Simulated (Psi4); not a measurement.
Complex: CH3NO (SMILES NC=O) (first 6 atoms) with H2Se (SMILES [SeH2]); geometry from B3LYP-D3(BJ)/def2-TZVP, rigid monomers moved along the line of their centres of mass till H4···Se7 is 4.81 Å.
(charge 0, multiplicity 1):
```xyz
9

N     -1.094    -0.417     0.195
C      0.175    -0.314    -0.258
O      1.157    -0.190     0.445
H     -1.268    -0.385     1.191
H     -1.865    -0.510    -0.443
H      0.241    -0.356    -1.360
Se     0.178     0.186     5.744
H     -0.247    -0.521     6.965
H      0.963    -0.961     5.278
```

Level of theory: Psi4 1.11 with SAPT0/aug-cc-pVDZ.

Which attractive term is largest, and how does the interaction split up?

electrostatics -0.54, exchange 0.01, induction -0.04, dispersion -0.16, total -0.73 kcal/mol; the largest attraction is electrostatics.
